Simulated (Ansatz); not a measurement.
HNaO, singlet, at a GFN2-xTB geometry (such geometries of metal compounds can be far from the true shape); B3LYP/cc-pVTZ (Ansatz, an electronic-structure program).

Input for Ansatz:
Ansatz 0.2 input:
```yaml
crystal:
  periodic: [false, false, false]
  atoms:
    - {symbol: Na, position_ang: [-0.60708701, -0.34567032, -0.49916222]}
    - {symbol: O, position_ang: [0.68596288, 0.34473088, 0.56471073]}
    - {symbol: H, position_ang: [1.19025406, 1.04452643, 0.97309857]}
basis:
  gaussian:
    orbitals: cc-pVTZ
    point_charges:
      - {charge: -1.0, position_ang: [4.2206, -1.3458, -1.3802]}
hamiltonian:
  xc: b3lyp
```

It wrote (shortened):

```
Functional definition: B3LYP
491 factors; their error is unknown
mean field evaluation 1: about -6471.6408 eV, gradient 7.2e1 eV
mean field evaluation 2: about -6326.8037 eV, gradient 1.7e2 eV
mean field evaluation 4: about -6480.5805 eV, gradient 4.0e0 eV
mean field evaluation 8: about -6480.6112 eV, gradient 1.3e-1 eV
mean field -6480.63201269 eV, -238.1588337362 hartree, gradient 2.3e-5 eV, S^2 0.000000; 0 other end points of the search recorded, 0 dependent functions left out
reference -6480.63226148 eV, -238.1588428790 hartree; 10, 10 occupied and 68, 68 virtual orbitals, 491 factors
Total energy: -6480.63226148 eV, -238.1588428790 hartree
```
